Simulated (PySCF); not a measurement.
Compound: C₅H₆F₂.
SMILES with atom numbers: `[CH3:1][C:2]1=[C:3]([F:4])[C@@:5]1([CH3:6])[F:7]` (hydrogens: H8, H9, H10 on C1; H11, H12, H13 on C6)

The same species was optimised twice, with GFN2-xTB and with PBE0-D3(BJ)/def2-SVP (PySCF), and the same property calculations (PySCF, gas phase) were run on both structures.

```json
{"coordinate": "C3–C5 (Å)", "GFN2-xTB": "1.472", "PBE0-D3(BJ)/def2-SVP": "1.446", "change": "-0.026"}
{"coordinate": "C3–F4 (Å)", "GFN2-xTB": "1.322", "PBE0-D3(BJ)/def2-SVP": "1.310", "change": "-0.012"}
{"coordinate": "C5–F7 (Å)", "GFN2-xTB": "1.397", "PBE0-D3(BJ)/def2-SVP": "1.388", "change": "-0.009"}
{"coordinate": "C1–C2 (Å)", "GFN2-xTB": "1.467", "PBE0-D3(BJ)/def2-SVP": "1.472", "change": "+0.005"}
{"coordinate": "C2=C3 (Å)", "GFN2-xTB": "1.307", "PBE0-D3(BJ)/def2-SVP": "1.302", "change": "-0.005"}
{"coordinate": "C2–C5 (Å)", "GFN2-xTB": "1.509", "PBE0-D3(BJ)/def2-SVP": "1.508", "change": "-0.001"}
{"coordinate": "C5–C6 (Å)", "GFN2-xTB": "1.506", "PBE0-D3(BJ)/def2-SVP": "1.505", "change": "-0.001"}
{"coordinate": "C1–C2–C3 (°)", "GFN2-xTB": "152.4", "PBE0-D3(BJ)/def2-SVP": "155.0", "change": "+2.6"}
{"coordinate": "C3–C5–C6 (°)", "GFN2-xTB": "125.9", "PBE0-D3(BJ)/def2-SVP": "127.5", "change": "+1.6"}
{"coordinate": "C6–C5–F7 (°)", "GFN2-xTB": "110.0", "PBE0-D3(BJ)/def2-SVP": "108.4", "change": "-1.6"}
{"coordinate": "C1–C2–C5 (°)", "GFN2-xTB": "145.0", "PBE0-D3(BJ)/def2-SVP": "143.6", "change": "-1.4"}
{"coordinate": "C2–C3–F4 (°)", "GFN2-xTB": "149.0", "PBE0-D3(BJ)/def2-SVP": "147.7", "change": "-1.3"}
{"coordinate": "C3–C2–C5 (°)", "GFN2-xTB": "62.6", "PBE0-D3(BJ)/def2-SVP": "61.4", "change": "-1.2"}
{"coordinate": "C3–C5–F7 (°)", "GFN2-xTB": "116.5", "PBE0-D3(BJ)/def2-SVP": "117.6", "change": "+1.1"}
{"coordinate": "C2–C3–C5 (°)", "GFN2-xTB": "65.5", "PBE0-D3(BJ)/def2-SVP": "66.3", "change": "+0.8"}
```

Rotational constants: A = 2717, B = 2384, C = 1717 MHz (GFN2-xTB) against A = 2729, B = 2413, C = 1724 MHz (PBE0-D3(BJ)/def2-SVP). Point groups within 0.08 Å: C1 and C1.

On the GFN2-xTB structure: lowest singlet, TDDFT (eV) 6.55 [B3LYP/def2-SVPD]; lowest triplet, Tamm–Dancoff (eV) 5.03 [B3LYP/def2-SVPD]; isotropic polarisability (au) 59.8 [B3LYP/def2-SVPD]; HOMO (eV) -7.62 [B3LYP/def2-SVPD]; LUMO (eV) -0.08 [B3LYP/def2-SVPD]; dipole (D) 2.71 [B3LYP/def2-SVPD].

Problem. What do these properties become on the PBE0-D3(BJ)/def2-SVP structure?

Solution. 
```tsv
property	level	on GFN2-xTB	on PBE0-D3(BJ)/def2-SVP	change
lowest singlet, TDDFT (eV)	B3LYP/def2-SVPD	6.55	6.60	+0.05
lowest triplet, Tamm–Dancoff (eV)	B3LYP/def2-SVPD	5.03	5.06	+0.03
isotropic polarisability (au)	B3LYP/def2-SVPD	59.8	60.2	+0.4
HOMO (eV)	B3LYP/def2-SVPD	-7.62	-7.63	-0.01
LUMO (eV)	B3LYP/def2-SVPD	-0.08	-0.05	+0.03
dipole (D)	B3LYP/def2-SVPD	2.71	2.68	-0.03
energy, GFN2-xTB geometry as zero (kcal/mol)	B3LYP/def2-SVPD	0.0	-0.5	-0.5
```

The heavy atoms differ by 0.024 Å rms after alignment. Among bonds between heavy atoms C3–C5 changes most (-0.026 Å). Changes are differences of the printed values. Neither structure is proved a minimum here.
